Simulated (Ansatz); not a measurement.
```yaml
crystal:
  periodic: [false, false, false]
  atoms:
    - {symbol: Al, position_ang: [-1.662747, 0.353577, 1.053796]}
    - {symbol: N, position_ang: [-0.410674, -0.939160, 0.437662]}
    - {symbol: Si, position_ang: [1.324755, -0.624746, 0.504044]}
    - {symbol: C, position_ang: [1.473437, 0.698615, -0.799312]}
    - {symbol: In, position_ang: [-0.491651, 0.233963, -1.599064]}
    - {symbol: H, position_ang: [-1.025724, 1.440050, 2.024065]}
    - {symbol: H, position_ang: [-3.113189, -0.270612, 1.217773]}
    - {symbol: H, position_ang: [-0.705101, -1.897928, 0.577664]}
    - {symbol: H, position_ang: [2.039454, -1.867917, 0.098908]}
    - {symbol: H, position_ang: [1.778121, -0.233590, 1.866551]}
    - {symbol: H, position_ang: [2.294822, 0.565293, -1.502160]}
    - {symbol: H, position_ang: [1.493300, 1.717555, -0.409812]}
    - {symbol: H, position_ang: [-1.696317, 1.229131, -0.520195]}
    - {symbol: H, position_ang: [-1.298487, -0.404252, -2.949932]}
basis:
  gaussian: {orbitals: def2-SVP}
magnetization: {spin_polarized: false, initial_magnetization: 2}
hamiltonian: {xc: {name: B3LYP5}}
```

```sh
$ ansatz run in.yaml --threads 4 --pin off --events-out ev --progress --plain --max-ram 10444MiB
```

Output, abridged:

```
Functional definition: B3LYP5
1416 factors; integrals over basis functions are off by at most 1.1e-3 eV
mean field evaluation 1: about -22292.5861 eV, gradient 7.6e1 eV
mean field evaluation 2: about -22292.6927 eV, gradient 7.6e1 eV
mean field evaluation 4: about -22302.2507 eV, gradient 2.8e1 eV
mean field evaluation 8: about -22304.9305 eV, gradient 1.9e1 eV
mean field evaluation 16: about -22307.4524 eV, gradient 2.3e0 eV
mean field evaluation 32: about -22307.4451 eV, gradient 3.2e0 eV
mean field evaluation 64: about -22307.3166 eV, gradient 2.0e0 eV
mean field evaluation 96: about -22306.1894 eV, gradient 7.1e0 eV
mean field evaluation 128: about -22307.4063 eV, gradient 2.3e0 eV
mean field -22307.48901988 eV, -819.7851009215 hartree, gradient 2.3e-5 eV, S^2 2.000000; 11 other end points of the search recorded, 0 dependent functions left out
reference -22307.48934503 eV, -819.7851128706 hartree; 36, 34 occupied and 99, 101 virtual orbitals, 1416 factors
Total energy: -22307.48934503 eV, -819.7851128706 hartree
```

Run time 13 s (4 threads of an Intel Xeon Platinum 8488C on a shared host); peak host memory 0.59 GiB.
